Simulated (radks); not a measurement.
Initial-state core-level shifts of the titanium ion Ti2+ when its valence configuration changes from [Ar] 3d2. All-electron calculation, scalar-relativistic Kohn-Sham, LDA (Slater exchange, Perdew-Wang correlation), spin-unpolarised, spherical densities, finite nucleus; Fermi nuclear charge, rms radius 3.5921 fm. Program: a radial shooting solver on a logarithmic mesh with Libxc functionals. Shifts are changes of the shell-averaged eigenvalues in eV (positive: less bound); the change of the density at the nucleus, which sets a Mossbauer isomer shift, is in e/bohr^3, on a base of 8483.

| valence | 1s | 2s | 2p | 3s | density at nucleus |
|---|---|---|---|---|---|
| 3d1 4p1 | -7.700 | -8.733 | -8.631 | -7.336 | +1.7337 |
| 4p2 | -16.444 | -18.767 | -18.546 | -15.239 | +4.0785 |
| 4s2 | -14.350 | -16.624 | -16.424 | -13.174 | +18.3198 |
| 4s1 4p1 | -15.411 | -17.709 | -17.499 | -14.220 | +11.3113 |
| 3d1.5 4p0.5 | -3.721 | -4.206 | -4.157 | -3.591 | +0.7927 |
| 3d1 4s1 | -6.587 | -7.614 | -7.520 | -6.230 | +8.0200 |
| 3d0.5 4p1.5 | -11.945 | -13.592 | -13.433 | -11.227 | +2.8302 |
